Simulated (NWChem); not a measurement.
System: CaHOF; SMILES [OH][Ca][F]

```xyz
4

Ca     0.2672     0.1368     0.0000
F     -0.4701     1.9803     0.0000
O     -0.1713    -1.8173     0.0000
H     -0.5270    -2.7178     0.0000
```
Atoms are numbered in this order, from 1.

Level: PBE-D3(BJ)/def2-SVP (NWChem), optimised geometry, unscaled harmonic frequencies. 

Question: List the harmonic frequencies with IR intensities, and the thermochemistry.

Answer: 
| frequency (cm⁻¹) | IR intensity (km/mol) |
|---|---|
| 92 | 37.8 |
| 460 | 128.9 |
| 472 | 140.9 |
| 556 | 39.9 |
| 661 | 219.0 |
| 3829 | 43.9 |

The zero-point energy comes out as 8.7 kcal/mol and the thermal correction to the enthalpy at 298.15 K (with zero-point energy) comes out as 12.0 kcal/mol. The heat capacity Cv is 12.6 cal/(mol K). The entropy at 298.15 K and 1 atm (symmetry number 1) comes out as 68.2 cal/(mol K) and the dipole moment comes out as 3.44 D.

Rigid rotor and harmonic oscillator; modes under 100 cm⁻¹ make the entropy uncertain.
